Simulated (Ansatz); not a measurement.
Mulliken charges of `[NH2][GeH]([OH])[F]` from ωB97M-V/def2-TZVPP in Ansatz (PBE0-D4/def2-TZVP geometry).

```
atom   x (Å)   y (Å)   z (Å)  charge (e)
  N1  -0.584   1.282   0.072      -0.357
 Ge2   0.430  -0.177  -0.207       0.750
  O3   0.332  -1.107   1.282      -0.416
  F4  -0.200  -1.257  -1.429      -0.391
  H5  -1.505   1.112   0.449       0.124
  H6  -0.622   1.963  -0.671       0.114
  H7   1.842   0.178  -0.672       0.001
  H8   0.398  -2.051   1.120       0.176
```

**Question.** By hand: the dipole of these point charges (1 e Å = 4.8032 D).

**Answer.** Σ q r = (0.285, 0.362, 0.020) e Å, of length 0.461 e Å = 2.21 D.

**Question.** How does the dipole of the full density compare? (Estimate.)

**Answer.** Ansatz gave: (0.006, 0.172, -0.077) e Å, 0.91 D; the point charges give 2.43 times that, at 44° from its direction.

Point charges leave out the atoms' own dipoles, such as those of lone pairs, and Mulliken's split depends on the basis, so the two needn't agree.
